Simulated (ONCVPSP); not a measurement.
**bismuth (Bi): one change to an ONCV potential, before and after**

Bi (Z = 83), optimised norm-conserving Vanderbilt (ONCV), made with ONCVPSP 4.0.1 (PBE, scalar-relativistic). Core [Xe] 4f14 5d10, reference 6s2 6p3. Waves: 6s: rc 1.95 bohr, ncon 4, nbas 7, qcut 3.1 1/bohr, 2 projectors, debl 3.6 Ha; 6p: rc 2.70 bohr, ncon 5, nbas 9, qcut 3.5 1/bohr, 2 projectors, debl 2.3 Ha; d scattering state at 0.03 Ha: rc 2.25 bohr, ncon 3, nbas 7, qcut 4.1 1/bohr, 2 projectors, debl 2.3 Ha. Local part: polynomial inside 1.80 bohr (lpopt 5, dvloc0 1 Ha). Core correction: none.

All-electron outer shells of the reference configuration (PBE, scalar-relativistic, ld1.x):

| shell | level (eV) | outermost node (bohr) | outermost maximum (bohr) |
| --- | --- | --- | --- |
| 5p | -95.86 | 0.48 | 0.86 |
| 5d | -27.08 | 0.51 | 1.03 |
| 6s | -14.48 | 0.98 | 1.88 |
| 6p | -4.57 | 1.14 | 2.44 |

Change: p: rc 3.46.

Cutoffs: the cutoffs (Ha) at which the residual kinetic energy of the hardest occupied pseudo-wave falls to 1 and 0.1 mHa per electron; they do not see the model core or the augmentation charge, which bear on the density cutoff. Errors are all-electron minus pseudo energies relative to the spin-unpolarised reference configuration.

Question: How do hardness, ghosts and transferability respond?

Answer: The potential gets neither clearly harder nor softer (22 Ha and 30 Ha → 22 Ha and 30 Ha); both files keep a bound ghost (d); of the 4 tests that both files solve, the error grows in 3 and shrinks in 1 by more than 15 % and 0.3 meV (median size 29.1 → 31.0 meV).

```tsv
quantity	base	changed
cutoff, loose	22 Ha	22 Ha
cutoff, tight	30 Ha	30 Ha
loose cutoff by channel	s 22 Ha, p 5.2 Ha	s 22 Ha, p 3.3 Ha
bound ghosts	d	d
GHOST(+) flags under 300 eV	s at 71.4 eV, p at 103.7 eV	s at 71.4 eV, p at 86.1 eV
error for 6s2 6p2, meV [ΔE 7.91 eV]	-3.8	-6.3
error for 6s2 6p1, meV [ΔE 23.16 eV]	-6.9	-27
error for 6s2 6p0, meV [ΔE 46.50 eV]	+51	-35
error for 6s0 6p5, meV [ΔE 20.50 eV]	+69	+108
s: phases at 1.97 bohr within 0.05 rad from the reference energy up to (Ha; the scan ends near 5)	2.6	2.6
d: phases at 2.28 bohr within 0.05 rad from the reference energy up to (Ha; the scan ends near 5)	0.7	0.7
```

Base: The cutoffs count occupied waves only; projector 2 of the d channel, the hardest unoccupied one, needs 60 Ha at the loose tolerance. Changed file: The cutoffs count occupied waves only; projector 2 of the d channel, the hardest unoccupied one, needs 60 Ha at the loose tolerance. A true bound ghost makes a file unfit for plane-wave use even where its test errors are small: the radial tests pick states by their node count and pass the ghost by.
